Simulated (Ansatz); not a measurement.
Basis sets compared for (NMe2)3Si-S-SiH3 (C₆H₂₁N₃SSi₂). Charge 0, multiplicity 1. Geometry r2SCAN-D4/def2-SVP. Ansatz on 2 threads of AMD EPYC 7R13 on a shared host and a share (18 GiB) of an NVIDIA H100 80GB HBM3; times are rough, and most runs start from earlier orbitals.

```xyz
33

Si    0.0219   -0.2365    0.3755
N    -0.3558    1.3116    1.0531
C    -1.6190    1.7160    1.6288
C     0.5801    2.4038    0.8735
N     1.6807   -0.6569    0.6091
C     2.1730   -1.1133    1.8915
C     2.7146   -0.4855   -0.3868
N    -0.3223   -0.2843   -1.3260
C     0.0720   -1.4060   -2.1550
C    -0.9446    0.8007   -2.0538
S    -1.1811   -1.7208    1.4322
Si   -2.8282   -1.7435    0.0562
H    -2.2039    2.3785    0.9555
H    -2.2326    0.8351    1.8644
H    -1.4561    2.2717    2.5729
H     1.5507    2.0246    0.5169
H     0.2195    3.1595    0.1436
H     0.7595    2.9322    1.8305
H     2.8965   -0.3974    2.3327
H     2.6853   -2.0926    1.8047
H     1.3461   -1.2353    2.6083
H     3.2101   -1.4454   -0.6404
H     2.2941   -0.0650   -1.3117
H     3.5076    0.2062   -0.0339
H     0.4640   -2.2251   -1.5315
H     0.8599   -1.1264   -2.8842
H    -0.7855   -1.8014   -2.7328
H    -1.8560    0.4614   -2.5855
H    -0.2614    1.2326   -2.8139
H    -1.2362    1.6052   -1.3628
H    -2.5137   -2.4444   -1.2228
H    -3.3191   -0.3659   -0.2530
H    -3.9202   -2.4934    0.7446
```

Single mean-field runs in def2-TZVP are fitted with def2-universal-jkfit.

Binding counts from free atoms (Si triplet, N quartet, C triplet, S triplet, H doublet) in the same basis, without a counterpoise term.

| level | functions | energy (Eh) | HOMO (eV) | LUMO (eV) | binding per atom (eV) | wall time |
| --- | --- | --- | --- | --- | --- | --- |
| PBE-D4/def2-SVP | 285 | -1381.2297 | -4.78 | -0.14 | 3.96 | 1.9 s |
| PBE0-D4/def2-SVP | 285 | -1381.3883 | -6.11 | 0.75 | 3.91 | 2 s |

Estimate the rows for PBE-D4/def2-TZVP, PBE0-D4/def2-TZVP (with forces).


```tsv
level	functions	energy (Eh)	HOMO (eV)	LUMO (eV)	binding per atom (eV)	wall time
PBE-D4/def2-TZVP	516	-1382.0246	-4.92	-0.50	3.94	2.6 s
PBE0-D4/def2-TZVP (with forces)	516	-1382.1693	-6.20	0.36	3.88	3.1 s
```
